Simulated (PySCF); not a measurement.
**Steps of a relaxation of [Er(H2O)3]3+**

[Er(H2O)3]3+ (singlet in the valence; each metal's 4f electrons, 11 of them, lie in its core potential, out of spins and levels). PySCF 2.14.0, RKS PBE0, Er lcecp-1-SVP with ECP57, O def2-SVP, H def2-SVP; non-relativistic Hamiltonian with scalar-relativistic core potentials where named; density fitting; no spin-orbit coupling. Origin of the start: displaced along the imaginary mode. Columns: position (Å) and force (eV/Å). Energies are counted from the last step; some of the 20 steps are shown. Forces carry noise of the integration grid, about 0.01 to 0.03 eV/Å.

Run from Python with OMP_NUM_THREADS=2. Where DIIS fails, smearing, a level shift and second-order steps follow.
It took 84 s on 2 threads of AMD EPYC 7R43 64-Core Processor (Zen 3), on a shared host, from the converged density of the start.

```xyz
10
step 0  E = 0.254 eV
Er    0.0000    0.0000    0.0000     0.00    0.00    0.00
O     2.2325    0.0000    0.0000     1.11    0.00    0.00
H     2.8506    0.2500    0.7718    -0.58   -0.34   -1.16
H     2.8506   -0.2500   -0.7718    -0.58    0.34    1.16
O    -1.1163    1.9334    0.0000    -0.55    0.97    0.00
H    -1.6418    2.3437    0.7718     0.58   -0.33   -1.16
H    -1.2088    2.5937   -0.7718    -0.01   -0.67    1.16
O    -1.1163   -1.9334    0.0000    -0.55   -0.97    0.00
H    -1.2088   -2.5937    0.7718    -0.01    0.67   -1.16
H    -1.6418   -2.3437   -0.7718     0.58    0.33    1.16
```

```xyz
10
step 6  E = 0.057 eV
Er    0.0000    0.0000    0.0000     0.00    0.00    0.00
O     2.2227    0.0000    0.0000     0.14    0.00    0.00
H     2.8384    0.4483    0.6351    -0.04   -0.04   -0.12
H     2.8384   -0.4483   -0.6351    -0.04    0.04    0.12
O    -1.1113    1.9249    0.0000    -0.07    0.12    0.00
H    -1.8074    2.2339    0.6351     0.05   -0.02   -0.12
H    -1.0310    2.6822   -0.6351    -0.01   -0.06    0.12
O    -1.1113   -1.9249    0.0000    -0.07   -0.12    0.00
H    -1.0310   -2.6822    0.6351    -0.01    0.06   -0.12
H    -1.8074   -2.2340   -0.6351     0.05    0.02    0.12
```

```xyz
10
step 13  E = 0.004 eV
Er    0.0000    0.0000    0.0000     0.00    0.00    0.00
O     2.2260    0.0000    0.0000     0.08    0.00    0.00
H     2.8430    0.6920    0.3526    -0.07   -0.10   -0.06
H     2.8430   -0.6919   -0.3526    -0.07    0.10    0.06
O    -1.1130    1.9278    0.0000    -0.04    0.07    0.00
H    -2.0208    2.1162    0.3526     0.12   -0.01   -0.06
H    -0.8223    2.8081   -0.3526    -0.06   -0.11    0.06
O    -1.1130   -1.9278    0.0000    -0.04   -0.07    0.00
H    -0.8223   -2.8081    0.3526    -0.06    0.11   -0.06
H    -2.0208   -2.1162   -0.3526     0.12    0.01    0.06
```

Q: Where does the relaxation end?

A: It converges at step 19 in D3:
```xyz
10
step 19  E = 0
Er    0.0000    0.0000    0.0000
O     2.2205    0.0000    0.0000
H     2.8376    0.7349    0.2398
H     2.8376   -0.7349   -0.2398
O    -1.1102    1.9230    0.0000
H    -2.0552    2.0900    0.2398
H    -0.7824    2.8249   -0.2398
O    -1.1102   -1.9230    0.0000
H    -0.7824   -2.8249    0.2398
H    -2.0552   -2.0900   -0.2398
```

Q: How did the contacts change?

A: 
| contact | start (Å) | end (Å) |
| --- | --- | --- |
| Er1–O2 (H2O) | 2.233 | 2.220 |
| Er1–O5 (H2O) | 2.233 | 2.220 |
| Er1–O8 (H2O) | 2.233 | 2.220 |


A frequency check found unstable modes (1, the lowest at -20 cm⁻¹), so the relaxed geometry is a saddle point, or these are noise. An lcecp potential fixes the number of 4f electrons, so in runs with it no electron can move into or out of that shell.
